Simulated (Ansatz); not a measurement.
`[NH2][Zn][CH2]C=O` + H₂ → `[CH3][Zn][NH2]` + `C=O`  (hydrogenolysis of a C–C bond)

Calculated with Ansatz (gas phase, PBE0-D4/def2-TZVP geometries, no zero-point term in ΔE). CCSD(T)/CBS is the MP2 limit (def2-TZVPP, def2-QZVPP) plus CCSD(T) − MP2 in def2-TZVPP, frozen cores. This one scheme is used for every species. Functionals use def2-TZVPP. B3LYP here is the variant with VWN-RPA as its local correlation; programs differ in this. For Zn outer-core shells are correlated without core-valence functions, which leaves a few kJ/mol of doubt a bond. Scalar relativity is left out up to krypton. Each species was taken in one conformer, which may not be the lowest.

`[NH2][Zn][CH2]C=O`:

Cartesian coordinates in Å:
```
N -1.007 -1.210 -2.117
Zn -0.341 -0.164 -0.793
C 0.278 1.096 0.565
C 0.733 0.333 1.738
O 0.045 0.017 2.678
H -0.383 -1.546 -2.836
H -1.641 -1.956 -1.870
H 1.089 1.679 0.120
H -0.575 1.732 0.810
H 1.802 0.019 1.705
```

H₂:

Z-matrix (Å, degrees):
```
H
H 1 0.746
```

`[CH3][Zn][NH2]`:

Cartesian coordinates in Å:
```
C -0.595 -1.109 -1.032
Zn 0.109 0.224 0.168
N 0.762 1.569 1.209
H -1.657 -0.933 -1.224
H -0.489 -2.112 -0.613
H -0.073 -1.083 -1.991
H 1.731 1.545 1.494
H 0.212 1.900 1.988
```

`C=O`:

```xyz
4

C     0.001    0.001   -0.005
O    -0.239   -0.148    1.157
H    -0.209   -0.789   -0.754
H     0.447    0.936   -0.398
```

```tsv
level	ΔE (kcal/mol)	difference from CCSD(T)/CBS
PBE-D4	-0.3	2.5
r2SCAN-D4	-0.2	2.6
B3LYP-D4	-2.0	0.8
ωB97X-V	-2.5	0.3
B2PLYP	-3.1	-0.3
PBE	-1.5	1.3
PBE0	-2.2	0.6
B3LYP	-3.8	-1.0
MP2/def2-TZVPP	-1.7	1.1
SCS-MP2/def2-TZVPP	-3.3	-0.5
CCSD/def2-TZVPP	-4.2	-1.4
CCSD(T)/def2-TZVPP	-3.0	-0.2
HF/def2-QZVPP	-6.3	-3.5
SCS-MP2/def2-QZVPP	-3.2	-0.4
HF/CBS(def2)	-6.3	-3.5
MP2/CBS(def2)	-1.5	1.3
CCSD(T)/CBS	-2.8	0
```

Largest T1 diagnostic among the species: 0.016.

In def2-TZVPP, CCSD(T) changes the Hartree–Fock value by +3.3 kcal/mol (the triples alone add +1.2 kcal/mol) and MP2 by +4.6 kcal/mol. From PBE to PBE0 (25 % exact exchange), in def2-TZVPP and without D4, ΔE moves by −0.8 kcal/mol. The D4 term adds +1.8 kcal/mol with B3LYP and +1.0 kcal/mol with PBE0; it sums over pairs of atoms, weighted by their polarisabilities, and B3LYP, whose exchange is more repulsive, gets the larger term.
